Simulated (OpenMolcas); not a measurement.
Ionisation energies of calcium

```json
{"Program": "OpenMolcas 26.06", "Basis": "ANO-RCC-VDZP [5s4p1d]", "Scalar Hamiltonian": "DKH2, point nucleus", "Spin-orbit coupling": "state interaction with AMFI integrals over the reference wave functions, term energies averaged over their components"}
```

Active shells in each charge state: the valence s, p shells, with orbitals averaged over the low states. Where CASPT2's correlated closed shells are named, they are those of the first ion.

A. CASSCF
B. SS-CASPT2, IPEA 0.25 Eh, imaginary shift 0.1 Eh (closed shells correlated: 3s 3p)
C. SS-CASPT2, IPEA 0 Eh, imaginary shift 0.1 Eh (closed shells correlated: 3s 3p)
D. SS-CASPT2, IPEA 0.25 Eh, imaginary shift 0.1 Eh (closed shells correlated: none)
E. SS-CASPT2, IPEA 0.25 Eh, imaginary shift 0.1 Eh (closed shells correlated: 2s 2p 3s 3p)

Energies in eV between the lowest computed levels, named as in B; reference values from the NIST Atomic Spectra Database with their kind.

| From | To | A | B | C | D | E | Spin-orbit share in B | Reference |
| --- | --- | --- | --- | --- | --- | --- | --- | --- |
| Ca 4s2 1S0 | Ca+ 4s 2S 1/2 | 5.826 | 5.896 | 5.891 | 5.838 | 5.896 | +0.000 | 6.113 (measured) |
| Ca+ 4s 2S 1/2 | Ca2+ 3p6 1S0 | 11.353 | 11.661 | 11.680 | 11.353 | 11.662 | +0.000 | 11.872 (measured) |

Error against the reference values, in %:

```csv
From,Reference,A,B,C,D,E
Ca,measured,-4.7,-3.5,-3.6,-4.5,-3.5
Ca+,measured,-4.4,-1.8,-1.6,-4.4,-1.8
```

Mean absolute error over the 2 measured values: A 0.40 eV, B 0.21 eV, C 0.21 eV, D 0.40 eV, E 0.21 eV.
